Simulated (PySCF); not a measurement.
WSCl4, SMILES [W]([Cl])([Cl])([Cl])([Cl])=[S], multiplicity 1. Atoms are numbered in the order given.

```xyz
6

W      0.0000     0.0000     0.0919
S      0.0000     0.0000     2.2388
Cl     0.0000     0.0000    -2.3076
Cl    -1.9661    -1.1351    -0.0665
Cl     0.0000     2.2703    -0.0665
Cl     1.9661    -1.1351    -0.0665
```
Charge 0, spin multiplicity 1.

Geometry optimised at r2SCAN-D4/def2-SVP. The multiplicity is an assumed one; other spin states were not compared. The isomer is the one that the SMILES or the coordinates give; other isomers of the formula were not compared. The def2 effective core potentials stand for the cores of W; spin–orbit coupling is left out.

Calculation: TDA-B3LYP/def2-SVPD (PySCF).

Vertical excitations; the highest root listed may be one member of a degenerate set.  State labels are in the subgroup Cs.

Computed excitation energies, oscillator strengths and character:
```tsv
state	symmetry	energy (eV)	λ (nm)	f	main pairs
S1	A"	2.63	472	0.000	HOMO→LUMO+1 40 %, HOMO−1→LUMO 40 %, HOMO−2→LUMO 9 %, HOMO−3→LUMO+1 9 %
S2	A"	2.83	438	0.003	HOMO−1→LUMO, HOMO→LUMO+1 (degenerate set)
S3	A'	2.83	438	0.003	HOMO→LUMO, HOMO−1→LUMO+1 (degenerate set)
S4	A"	2.89	429	0.000	HOMO−2→LUMO 40 %, HOMO−3→LUMO+1 39 %, HOMO→LUMO+1 9 %, HOMO−1→LUMO 9 %
S5	A'	2.98	416	0.012	HOMO−4→LUMO+1 (degenerate set)
S6	A"	2.98	416	0.012	HOMO−4→LUMO (degenerate set)
S7	A'	3.01	412	0.001	HOMO−3→LUMO, HOMO−2→LUMO+1 (degenerate set)
S8	A"	3.01	412	0.001	HOMO−3→LUMO+1, HOMO−2→LUMO (degenerate set)
S9	A'	3.09	402	0.001	HOMO→LUMO 21 %, HOMO−1→LUMO+1 21 %, HOMO→LUMO+3 20 %, HOMO−1→LUMO+2 20 %
S10	A"	3.25	382	0.000	HOMO→LUMO+2 42 %, HOMO−1→LUMO+3 42 %
T1	A'	2.07	599	0	HOMO→LUMO 29 %, HOMO−1→LUMO+1 29 %, HOMO−2→LUMO+1 13 %, HOMO−3→LUMO 13 %
T2	A"	2.31	536	0	HOMO→LUMO+1, HOMO−1→LUMO, HOMO−2→LUMO, HOMO−3→LUMO+1 (degenerate set)
T3	A'	2.31	536	0	HOMO−1→LUMO+1, HOMO→LUMO, HOMO−2→LUMO+1, HOMO−3→LUMO (degenerate set)
T4	A"	2.59	479	0	HOMO→LUMO+1 41 %, HOMO−1→LUMO 41 %, HOMO−2→LUMO 8 %, HOMO−3→LUMO+1 8 %
```
Triplets are in the Tamm–Dancoff approximation.
